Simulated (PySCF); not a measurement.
C2H2BF3. Atoms are numbered in the order given.

```xyz
8

F      0.6205    -1.9885     0.0000
C     -0.6439    -1.5648     0.0000
C     -0.9912    -0.2622     0.0000
B     -0.0043     0.9302     0.0000
F      1.3197     0.7816     0.0000
F     -0.4667     2.1838     0.0000
H     -1.3543    -2.4118     0.0000
H     -2.0755    -0.0688     0.0000
```
Charge 0, spin multiplicity 1.

Geometry optimised at PBE-D3(BJ)/def2-SVP. The structure was generated by enumeration; whether it is a known compound was not checked. The values are those of a single conformer.

These are r2SCAN/def2-TZVP (PySCF) values and carry that method's errors.

Gas-phase values at a fixed geometry.

Question: Estimate the frontier levels, gap, dipole moment and polarisability. (An estimate is asked for; the answer gives what the named calculation found.)

Answer: 
```yaml
highest_occupied_level: -7.44 eV
lowest_empty_level: -2.35 eV
orbital_gap: 5.09 eV
dipole_moment: 0.557 e·Å
quadrupole, principal values (traceless, Buckingham form, about the centre of nuclear charge): -4.88, 0.72, 4.16 D·Å
mean_static_polarisability: 38.7 bohr³ (5.73 Å³)
polarisability_principal_values: 25.9, 37.6, 52.5 bohr³
```
